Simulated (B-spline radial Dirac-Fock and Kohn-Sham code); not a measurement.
## Subshell cross sections of I³⁺, photon energy 136 eV

System: the I³⁺ ion, configuration 1s2 2s2 2p6 3s2 3p6 3d10 4s2 4p6 4d10 5s2 5p2.

Method: a relativistic central-field model (Hartree-Slater potential of the initial state, Latter tail, multipole expansion of the photon field, Dirac-Fock thresholds). Computed with a radial B-spline solver. The asymmetry parameter β is from the dipole term alone. Kinetic energies are from the vacuum level. Open shells are spread statistically over j, without multiplet splitting.

```
subshell  electrons  binding (eV)  kinetic (eV)  σ (kb)     β
   4d3/2          4         92.60         43.40     209  1.33
   4d5/2          6         90.90         45.10       ?     ?
      5s          2         50.76         85.24    86.4  1.96
   5p1/2       0.67         39.67         96.33    15.8  0.24
   5p3/2       1.33         38.26         97.74    39.7  0.34
```

Q: What are σ and β for 4d5/2?

A: σ = 275 kb, the largest of all subshells and 44 % of the total, and β = 1.01.

At such low photon energies correlation between channels can change these cross sections by tens of per cent.

Run: 6.3 s of CPU time on 1 thread of Intel(R) Xeon(R) Platinum 8375C CPU @ 2.90GHz (shared host), peak memory 0.41 GiB.
